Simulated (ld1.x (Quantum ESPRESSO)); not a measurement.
# What one change does to a pseudopotential (Bi (Z = 83), TM)

ld1.x (Quantum ESPRESSO) 7.5 input, shortened:

```
&input
   title='Bi', zed=83., rel=2, dft='PBESOL', iswitch=3,
   config='[Xe] 4f14 5d10 6s2 6p2', rel_dist='average'
 /
 &inputp
   pseudotype=2, tm=.true., lloc=0,
   nlcc=.true., new_core_ps=.true., rcore=1.20
 /
3
6P  2  1   2.00   0.00  2.40  2.40  0.0
5D  3  2  10.00   0.00  1.25  1.25  0.0
6S  1  0   2.00   0.00  1.85  1.85  0.0
 &test
   configts(1)='5d10 6s2 6p2'
 /
```

Open shells are filled in proportion to 2j + 1 (rel_dist='average').

Change: core [Xe] 4f14 5d10, valence charge 5; reference 6s2 6p3; waves now 6p (bound): rc 2.35 bohr; 6s (bound): rc 1.65 bohr; core correction a·sin(br)/r model core inside 1.55 bohr.

Cutoffs: the cutoffs (Ry, on a coarse ladder) from which the occupation-weighted sum of valence levels, in a spherical-Bessel basis at the reference potential, stays within 10 and 1 mRy of its value at 400 Ry; they do not see the model core or the augmentation charge, which bear on the density cutoff. Errors are all-electron minus pseudo energies relative to the spin-unpolarised reference configuration.

Task: What does the change do?

Result: The potential gets softer (90 Ry and 110 Ry → 30 Ry and 80 Ry); neither file shows a bound ghost. The shells moved into the core no longer need plane waves of their own. Several settings change at once here, so the effects cannot be laid on one of them.

| quantity | base | changed |
| --- | --- | --- |
| cutoff, loose | 90 Ry | 30 Ry |
| cutoff, tight | 110 Ry | 80 Ry |
| bound ghosts | none | none |
| largest error over its own tests, meV | -227 | -885 |
